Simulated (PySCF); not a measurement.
## Partial charges of `S=[PH](C1CC1)C1CC1`

Species: C6H11PS.
Structure used (GFN2-xTB), in Å, numbered top down from 1:
```xyz
19
C6H11PS angstrom
S      0.565    2.138   -0.744
P      0.071    0.921    0.666
C     -1.507    0.035    0.448
C     -1.891   -0.327   -0.960
C     -2.617    0.764   -0.255
C      1.270   -0.392    1.069
C      1.863   -1.127   -0.102
C      2.703   -0.176    0.678
H     -0.121    1.509    1.927
H     -1.761   -0.651    1.248
H     -2.387   -1.271   -1.128
H     -1.212   -0.036   -1.751
H     -2.423    1.778   -0.576
H     -3.628    0.593    0.083
H      1.054   -0.944    1.976
H      2.036   -2.187   -0.004
H      1.553   -0.819   -1.091
H      2.952    0.766    0.209
H      3.471   -0.566    1.329
```

Density: PBE0/pcSseg-1 (PySCF); schemes: Mulliken, IAO, Hirshfeld and ESP-fitted. The structure is a single GFN2-xTB conformer in the gas phase; no vibrational or solvent corrections.

Q: Atoms with like bonding are taken together and averaged. For which atoms does the sign change between the 4 schemes (beyond +0.03 e in one, beyond −0.03 e in another)?

A: H9. Atomic charges aren't observables, and each scheme defines them in its own way.

Q: At which atom do the 4 schemes differ most?

A: At P2: from -0.018 (ESP-fitted) to +0.974 e (IAO), 0.992 e apart.

Q: Tabulate the Mulliken, IAO, Hirshfeld and ESP-fitted charges.

A: In e; atoms taken as equivalent share a row and are averaged (×n: the atom named and its like, n in all):

```csv
atom,environment,Mulliken,IAO,Hirshfeld,ESP-fitted
S1,sulfur bonded to P,-0.408,-0.606,-0.279,-0.284
P2,"phosphorus bonded to 2 C, S and H",+0.538,+0.974,+0.329,-0.018
C3/C6,sp3 carbon bound to phosphorus,-0.478,-0.382,-0.088,-0.100
C4/C7,three-membered-ring carbon,-0.185,-0.282,-0.086,-0.307
C5/C8,three-membered-ring carbon,-0.173,-0.280,-0.086,-0.200
H9,P–H hydrogen,+0.080,-0.059,-0.004,+0.113
H10/H15,methine hydrogen,+0.151,+0.159,+0.052,+0.150
H11/H16,methylene hydrogen,+0.136,+0.154,+0.052,+0.153
H12/H17,methylene hydrogen,+0.154,+0.159,+0.041,+0.156
H13/H18,methylene hydrogen,+0.155,+0.163,+0.039,+0.117
H14/H19,methylene hydrogen,+0.136,+0.154,+0.052,+0.127
```

Mean size of the charges over all atoms: IAO 0.269 e, Mulliken 0.219 e, ESP-fitted 0.160 e, Hirshfeld 0.084 e. Each set sums to the total charge, 0, to within 0.001 e. The Mulliken scheme counts on each atom the diagonal of the density matrix times the overlap matrix over that atom's basis functions.

Some averages cover members that differ in this geometry: C5/C8, ESP-fitted -0.214 to -0.186 e.

Q: Sum the charges by element, for elements with more than one atom.

A: 
```json
{"element": "C", "atoms": "6", "Mulliken": "-1.672", "IAO": "-1.889", "Hirshfeld": "-0.518", "ESP-fitted": "-1.215"}
{"element": "H", "atoms": "11", "Mulliken": "+1.542", "IAO": "+1.522", "Hirshfeld": "+0.469", "ESP-fitted": "+1.517"}
```

Q: How many electrons does the IAO scheme count on C7?

A: Its own charge is -0.283 e, so Z − q = 6.283.

These values come from a run that also computed NMR shieldings. Rough CPU time on one thread of a shared machine: about 1.7 min.
